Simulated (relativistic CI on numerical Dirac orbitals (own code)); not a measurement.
# Racah parameters of the free ion Fe6+ from its measured terms

Problem. The configuration 3s2 3p6 3d2 of Fe6+ has the measured levels 3F: 0.0 (J = 2), 1051.5 (J = 3), 2331.5 (J = 4); 3P: 20040.3 (J = 0), 20430.1 (J = 1), 21278.6 (J = 2); 1D: 17475.5 (J = 2) cm⁻¹ (Corliss and Sugar, J. Phys. Chem. Ref. Data 11, 135 (1982)). Find B and C, and predict the term 1G.

Working.
1. Centres of gravity, weighted by 2J + 1: 3F 1349.7, 3P 20858.2, 1D 17475.5 cm⁻¹.
2. 3P − 3F = 15B gives B = 19508.5/15 = 1301 cm⁻¹.
3. 1D − 3F = 5B + 2C gives C = (16125.8 − 6502.8)/2 = 4811 cm⁻¹, and C/B = 3.70.
4. 1G − 3F = 12B + 2C = 25230 cm⁻¹.

Check. The measured centre of 1G lies 27578 cm⁻¹ above that of 3F, so the two-parameter theory misses by -2348 cm⁻¹; fits add the Trees term αL(L + 1) for such residues. In a CI calculation the 1D level holds 6 % of 3s2 3p6 3d2 3P, a mixing that shifts it and so biases the parameters. The calculated radial integrals (Dirac-KLI orbitals, unscaled: F² = 118901, F⁴ = 75372 cm⁻¹) give B = F²/49 − 5F⁴/441 = 1572 and C = 35F⁴/441 = 5982 cm⁻¹, so the measured B is 83 % and C 80 % of them. A complex lowers B further; the nephelauxetic ratio is taken against the free-ion value found here.
